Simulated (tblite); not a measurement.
Question: What does the GFN2-xTB structure of InChI=1S/C3H11NOSi2/c1-3(2)7(4)5-6/h7H,1,4H2,2,6H3/t7-/m1/s1 look like in three dimensions?

Answer: 
```
atom  x, y, z in Å
C1    -0.5637   -1.8578   -0.0661
C2    -1.0500   -0.6250   -0.0850
C3    -2.5121   -0.3721   -0.3030
Si4    0.0398    0.8875    0.2013
N5    -0.2446    1.9889   -1.0949
O6     1.6178    0.5169    0.1556
Si7    2.9577   -0.1985   -0.3905
H8     0.4860   -2.0445    0.0900
H9    -1.1863   -2.7299   -0.2086
H10   -2.6586    0.1766   -1.2325
H11   -2.9127    0.2369    0.5063
H12   -3.0747   -1.3023   -0.3571
H13   -0.1185    1.4195    1.5620
H14    0.4103    2.7433   -1.2269
H15   -1.1822    2.3140   -1.2614
H16    2.6719   -0.9541   -1.6096
H17    3.9065    0.8847   -0.6467
H18    3.4045   -1.0778    0.6905
```

Any rigid rotation of these coordinates is as good. Atoms count from 1 in this order. The 2 C–C bonds span 1.325 Å (C1=C2, drawn double) to 1.500 Å (C2–C3, drawn single), a spread of 0.175 Å. Of the pairs four or more bonds apart, Si7···H8 is among the closest relative to their van der Waals radii: 3.12 Å, 95 % of the sum of Bondi's values. Si4 (oxygen-bound silicon) is distorted tetrahedral (angles from 102.3° to 116.5°). N5 (silicon-bound nitrogen) is pyramidal (angles 119.0°, 118.0° and 110.0°, sum 347.0°, 0.25 Å off the plane of its three neighbours).

Bonds between heavy atoms (Å): C1=C2 1.325, C2–C3 1.500, C2–Si4 1.886, Si4–N5 1.725, Si4–O6 1.622, O6–Si7 1.614.

Computed geometry: GFN2-xTB, gas phase.

Point group: C1 (no symmetry element, even within 0.4 Å). Its GFN2-xTB frequencies are all real (lowest 22 cm⁻¹). The numbers are those of one conformer (C1–C2–Si4–N5 129°, C2–Si4–N5–H -165° and 57°, C2–Si4–O6–Si7 42°). 3 starts were optimised and ended at 0.00, 0.45 and 1.34 kcal/mol (GFN2-xTB); the lowest of these is shown.
